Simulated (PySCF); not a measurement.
ClHSi, neutral, multiplicity 1.

```xyz
3

Si     0.1106     1.0971     0.0000
H     -1.4045     1.3096     0.0000
Cl    -0.0085    -0.9805     0.0000
```

The structure is a stationary point at r2SCAN-D4/def2-TZVP. The isomer is the one that the SMILES or the coordinates give; other isomers of the formula were not compared.

The numbers are results of PBE0/pcSseg-2 in PySCF, not measurements. Non-relativistic, no solvent.

Computed absolute GIAO shielding of each atom: isotropic value and principal components (ppm):
| atom | σ(iso) | σ11 | σ22 | σ33 | span |
|---|---|---|---|---|---|
| Si1 | -252.9 | -1209.2 | 158.2 | 292.4 | 1501.6 |
| H2 | 20.4 | 16.0 | 21.1 | 24.1 | 8.1 |
| Cl3 | 354.8 | -399.7 | 301.4 | 1162.7 | 1562.5 |
